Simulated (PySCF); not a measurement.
**Nickel: a sound run and one with changed settings**

Sound run: Ni [Ar] 3d8 4s2, Ni⁺ [Ar] 3d9. Computed with PySCF 2.14 in def2-SVP (5s3p2d1f, 31 functions), with no relativity, point nucleus. In the sound run the correlated levels freeze [Ar]. The sound run starts from symmetry-adapted Hartree-Fock orbitals and uses a fine grid where one is needed.

Changed run: initial guess minao, at most 50 SCF cycles.

```json
{"species": "Ni", "method": "UHF", "sound run (hartree)": "-1506.64312", "changed run (hartree)": "-1506.56499", "converged": "yes"}
{"species": "Ni", "method": "LDA", "sound run (hartree)": "-1505.34257", "changed run (hartree)": "-1505.31035", "converged": "no"}
{"species": "Ni", "method": "PBE", "sound run (hartree)": "-1507.77921", "changed run (hartree)": "-1507.78876", "converged": "yes"}
{"species": "Ni⁺", "method": "UHF", "sound run (hartree)": "-1506.34536", "changed run (hartree)": "-1506.34536", "converged": "yes"}
{"species": "Ni⁺", "method": "LDA", "sound run (hartree)": "-1505.06809", "changed run (hartree)": "-1505.06385", "converged": "no"}
{"species": "Ni⁺", "method": "PBE", "sound run (hartree)": "-1507.49784", "changed run (hartree)": "-1507.50153", "converged": "yes"}
{"species": "Ni⁺", "method": "MP2", "sound run (hartree)": "-1506.57792", "changed run (hartree)": "-1506.57792", "converged": "yes"}
```

The plain start fixes occupations by D2h representation alone, and Ni at UHF, Ni at PBE, Ni⁺ at PBE landed in another state (other ⟨L²⟩ or ⟨S²⟩).
